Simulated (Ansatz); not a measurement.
One change: `[F][Nb](=[S])([Cl])[Cl]` becomes `[F][Nb]([F])(=[S])[Cl]`.

Ansatz, PBE0-D4/def2-TZVP geometries, multiplicity 1. 

Elements past krypton have def2 core potentials.

```json
{"property": "HOMO–LUMO gap (B3LYP/def2-TZVPP) / eV", "`[F][Nb](=[S])([Cl])[Cl]`": "4.83"}
{"property": "zero-point energy (PBE0-D4/def2-TZVP) / kJ/mol", "`[F][Nb](=[S])([Cl])[Cl]`": "17.6"}
{"property": "LUMO energy (PBE0/def2-TZVPP) / eV", "`[F][Nb](=[S])([Cl])[Cl]`": "-3.23"}
{"property": "size of the dipole moment (B3LYP/def2-TZVPP) / D", "`[F][Nb](=[S])([Cl])[Cl]`": "0.74"}
{"property": "HOMO–LUMO gap (ωB97M-V/def2-TZVPP) / eV", "`[F][Nb](=[S])([Cl])[Cl]`": "9.39"}
{"property": "ideal-gas entropy at 298 K and 1 bar (rigid rotor, harmonic PBE0-D4/def2-TZVP) / J/(mol·K)", "`[F][Nb](=[S])([Cl])[Cl]`": "365"}
```

Problem. What does the change do to each property? (An estimate is asked.)

Solution. Ansatz gave: 
```json
{"property": "HOMO–LUMO gap (B3LYP/def2-TZVPP) / eV", "`[F][Nb]([F])(=[S])[Cl]`": "5.11", "shift": "0.28"}
{"property": "zero-point energy (PBE0-D4/def2-TZVP) / kJ/mol", "`[F][Nb]([F])(=[S])[Cl]`": "19.9", "shift": "2.3"}
{"property": "LUMO energy (PBE0/def2-TZVPP) / eV", "`[F][Nb]([F])(=[S])[Cl]`": "-2.97", "shift": "0.26"}
{"property": "size of the dipole moment (B3LYP/def2-TZVPP) / D", "`[F][Nb]([F])(=[S])[Cl]`": "0.82", "shift": "0.08"}
{"property": "HOMO–LUMO gap (ωB97M-V/def2-TZVPP) / eV", "`[F][Nb]([F])(=[S])[Cl]`": "9.73", "shift": "0.34"}
{"property": "ideal-gas entropy at 298 K and 1 bar (rigid rotor, harmonic PBE0-D4/def2-TZVP) / J/(mol·K)", "`[F][Nb]([F])(=[S])[Cl]`": "353", "shift": "-12"}
```

Dipoles are sizes alone; their direction can turn.

B3LYP here is the variant with VWN-RPA as its local correlation; programs differ in this.
